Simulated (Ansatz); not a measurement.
Isolated molecules relaxed with PBE0-D4/def2-TZVP in Ansatz; ΔE leaves out vibrations. CCSD(T)/CBS adds triple-zeta CCSD(T) − MP2 to the extrapolated MP2 energy (def2 sets, frozen cores). This one scheme is used for every species. DFT in def2-TZVPP. Each species was taken in one conformer, which may not be the lowest.

Consider the redistribution: `[CH3][AlH][SH]` + `OC[SiH2]F` → `[CH3][Al]([OH])[SH]` + `C[SiH2]F`.

`[CH3][AlH][SH]`:

Cartesian coordinates in Å:
```
C -0.085 -1.213 -0.625
Al 0.061 0.324 0.555
S 0.006 2.321 -0.337
H 0.801 -1.851 -0.542
H -0.197 -0.928 -1.673
H -0.944 -1.834 -0.350
H 0.219 0.232 2.129
H 0.137 2.950 0.844
```

`OC[SiH2]F`:

```xyz
9

O    -1.696    0.121   -0.381
C    -0.400   -0.373   -0.696
Si    0.831    0.011    0.667
F     0.765    1.601    0.895
H    -1.632    1.070   -0.239
H    -0.046    0.006   -1.666
H    -0.496   -1.458   -0.809
H     2.221   -0.345    0.282
H     0.453   -0.633    1.947
```

`[CH3][Al]([OH])[SH]`:

Z-matrix (Å, degrees):
```
C
Al 1 1.937
H 1 1.094 2 111.2
H 1 1.094 2 111.3 3 119.2
H 1 1.092 2 111.0 3 -120.4
O 2 1.694 1 119.7 3 119.7
S 2 2.192 1 123.0 3 -60.2
H 6 0.955 2 124.5 1 -180.0
H 7 1.344 2 92.9 1 -0.0
```

`C[SiH2]F`:

Z-matrix (Å, degrees):
```
C
Si 1 1.853
H 1 1.094 2 110.1
H 1 1.092 2 111.0 3 -119.6
H 1 1.092 2 111.1 3 119.7
F 2 1.604 1 109.4 3 179.8
H 2 1.485 1 111.5 3 61.3
H 2 1.485 1 111.5 3 -61.7
```

| species | BLYP energy (Eh) |
| --- | --- |
| `[CH3][AlH][SH]` | -681.78827 |
| `OC[SiH2]F` | -505.77875 |
| `[CH3][Al]([OH])[SH]` | -757.11266 |
| `C[SiH2]F` | -430.54992 |

(1) Work out ΔE.

Largest T1 diagnostic among the species: 0.011.

Results:

(1) ΔE = (-757.11266) + (-430.54992) − (-681.78827) − (-505.77875) = -0.09556 Eh = -250.9 kJ/mol. CCSD(T)/CBS gives -263.0 kJ/mol.

From PBE to PBE0 (25 % exact exchange), in def2-TZVPP and without D4, ΔE moves by −5.5 kJ/mol. Leaving LDA and LC-ωPBE aside and taking each functional with its dispersion term where it has one, the values, not all of them listed here, spread over 21.0 kJ/mol, from r2SCAN0-D4 to revPBE-D4.
